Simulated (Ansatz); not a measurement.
Reaction (ligand exchange at the Si–O bond): `N[SiH2]O[SiH3]` + CH₃NH₂ → `CN[SiH2]N` + `O[SiH3]`

Computed with Ansatz on PBE0-D4/def2-TZVP structures; ΔE is electronic, products minus reactants. CCSD(T)/CBS adds triple-zeta CCSD(T) − MP2 to the extrapolated MP2 energy (def2 sets, frozen cores). Functionals use def2-TZVPP. Each species was taken in one conformer, which may not be the lowest.

| level | ΔE (kJ/mol) |
| --- | --- |
| BLYP-D4 | 63.0 |
| ωB97M-V | 63.1 |
| BLYP | 64.9 |
| MP2/def2-SVP | 63.9 |

(1) What does CCSD(T)/CBS give? (An estimate is asked.)

Largest T1 diagnostic among the species: 0.011.

Results:

(1) Computed: +64.2 kJ/mol. The listed levels differ from it by -1.2, -1.1, 0.7, -0.3 kJ/mol.

From BLYP to BHLYP (50 % exact exchange), in def2-TZVPP and without D4, ΔE moves by +5.5 kJ/mol. In def2-TZVPP, CCSD(T) changes the Hartree–Fock value by −13.5 kJ/mol (the triples alone add −1.8 kJ/mol) and MP2 by −14.9 kJ/mol. Leaving LDA and LC-ωPBE aside and taking each functional with its dispersion term where it has one, the values, not all of them listed here, spread over 15.5 kJ/mol, from revPBE-D4 to BHLYP-D4. LDA lies −5.6 kJ/mol from PBE without D4.
